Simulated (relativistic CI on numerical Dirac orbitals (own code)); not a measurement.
**Electric-dipole transitions in La XLVI**

Calculated at this level of theory: Dirac-Coulomb-Breit CI, separate exchange-only KLI orbitals for each configuration, model QED, unscaled Slater integrals (own radial code, finite nucleus).

CI space (outside the closed core [Ne]): 3s², 3s3p, 3p², 3s3d, 3d², 3p3d, 3p4s, 3d4s, 3s4s, 3s4p, 3s4d, 3s4f, 3s5s, 3s5p, 3s5d, 3s5f. Levels of other configurations are missing.

| λ vac (nm) | Lower | Upper | A (s⁻¹) | E lower (eV) | E upper (eV) |
| --- | --- | --- | --- | --- | --- |
| 0.53289 | 3s3p ³P°2 [4] | 3s5d ³D3 [66] | 1.81e+13 | 202.09 | 2528.73 |
| 0.56676 | 3s3d ³D1 [9] | 3s5f ³F°2 [68] | 2.12e+13 | 357.32 | 2544.92 |
| 0.56811 | 3s3d ³D2 [10] | 3s5f ³F°3 [69] | 2.14e+13 | 363.04 | 2545.44 |
| 0.57253 | 3s3d ³D3 [11] | 3s5f ³F°4 [70] | 2.46e+13 | 381.61 | 2547.14 |
| 0.57517 | 3s3d ¹D2 [12] | 3s5f ¹F°3 [71] | 2.02e+13 | 393.28 | 2548.89 |
| 0.69348 | 3s² ¹S0 [1] | 3s4p ¹P°1 [40] | 1.42e+13 | 0.00 | 1787.85 |
| 0.70754 | 3s3p ³P°0 [2] | 3s4d ³D1 [44] | 1.82e+13 | 93.52 | 1845.84 |
| 0.71128 | 3s3p ³P°1 [3] | 3s4d ³D2 [45] | 2.58e+13 | 103.51 | 1846.62 |
| 0.74952 | 3s3p ³P°2 [4] | 3s4d ³D3 [46] | 3.38e+13 | 202.09 | 1856.27 |
| 0.76184 | 3s3p ¹P°1 [6] | 3s4d ¹D2 [47] | 3.02e+13 | 230.42 | 1857.86 |
| 0.78661 | 3p² ¹D2 [7] | 3s4f ¹F°3 [51] | 7.15e+12 | 323.26 | 1899.44 |
| 0.80944 | 3s3d ³D1 [9] | 3s4f ³F°2 [48] | 5.90e+13 | 357.32 | 1889.04 |
| 0.81182 | 3s3d ³D2 [10] | 3s4f ³F°3 [49] | 5.91e+13 | 363.04 | 1890.29 |
| 0.82015 | 3s3d ³D3 [11] | 3s4f ³F°4 [50] | 6.92e+13 | 381.61 | 1893.35 |
| 0.82318 | 3s3d ¹D2 [12] | 3s4f ¹F°3 [51] | 5.42e+13 | 393.28 | 1899.44 |
| 1.6787 | 3s4p ³P°2 [41] | 3s5d ³D3 [66] | 6.09e+12 | 1790.18 | 2528.73 |
| 1.7735 | 3s4d ³D1 [44] | 3s5f ³F°2 [68] | 9.81e+12 | 1845.84 | 2544.92 |
| 1.7742 | 3s4d ³D2 [45] | 3s5f ³F°3 [69] | 1.01e+13 | 1846.62 | 2545.44 |
| 1.7942 | 3s4d ¹D2 [47] | 3s5f ¹F°3 [71] | 1.08e+13 | 1857.86 | 2548.89 |
| 1.7946 | 3s4d ³D3 [46] | 3s5f ³F°4 [70] | 1.16e+13 | 1856.27 | 2547.14 |
| 4.7772 | 3s3p ³P°1 [3] | 3s3d ³D2 [10] | 3.56e+11 | 103.51 | 363.04 |
| 4.8131 | 3p² ³P0 [5] | 3p3d ³D°1 [16] | 3.57e+11 | 225.45 | 483.05 |
| 5.1520 | 3s3p ³P°2 [4] | 3p² ³P2 [13] | 2.07e+11 | 202.09 | 442.74 |
| 5.3809 | 3s² ¹S0 [1] | 3s3p ¹P°1 [6] | 3.86e+11 | 0.00 | 230.42 |
| 5.6200 | 3s3d ³D2 [10] | 3p3d ³F°3 [21] | 2.81e+11 | 363.04 | 583.65 |
| 5.8393 | 3s3p ¹P°1 [6] | 3p² ³P2 [13] | 3.35e+11 | 230.42 | 442.74 |
| 5.9060 | 3s3d ³D3 [11] | 3p3d ³F°4 [23] | 2.01e+11 | 381.61 | 591.54 |
| 6.9063 | 3s3p ³P°2 [4] | 3s3d ³D3 [11] | 1.02e+11 | 202.09 | 381.61 |
| 7.0974 | 3p² ³P2 [13] | 3p3d ¹F°3 [25] | 2.21e+11 | 442.74 | 617.43 |
| 7.9070 | 3p3d ¹F°3 [25] | 3d² ¹G4 [33] | 1.22e+11 | 617.43 | 774.23 |

Terms are leading LS components. Brackets give the number of a level in order of energy, since labels repeat. The list gives strong lines, with weight on those to low levels, without lines whose two gauges differ by over a factor of 2.5. Levels whose partners in the same complex of configurations lie outside the list can be far off, and so can their lines. Rates are taken at the computed energies, electric ones in the length gauge.

At this charge energies of transitions that change n are usually good to better than 1 %, and those within a shell (Δn = 0) to a few per cent.

(1) From the table, what is the radiative lifetime of 3s5d ³D3?

## Answers

(1) The listed rates from this level add up to about 2.42e+13 s⁻¹, 98 % of its decay; with all channels τ = 4.06e-14 s.

LS names give the leading component of a level, which can be under half, so a name can repeat, a term be missing and a line seem to break the LS rules.
